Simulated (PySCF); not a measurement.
A structure optimised at PBE0-D3(BJ)/def2-SVP, used in a PySCF frequency run:

```
Sb
O 1 1.9825
H 2 0.9671 1 111.54
O 1 1.9832 2 100.66 3 -71.56
H 4 0.9662 1 112.79 2 43.60
Te 1 2.8020 2 95.35 3 22.64
H 6 1.6665 1 90.57 2 62.73
```
Charge 0, spin multiplicity 1.

**Question.** Write its SMILES and formula.

**Answer.** [OH][Sb]([OH])[TeH], H3O2SbTe

**Question.** What are its rotational constants (standard atomic weights)?

**Answer.** 3.9985, 0.82105, 0.77487 GHz
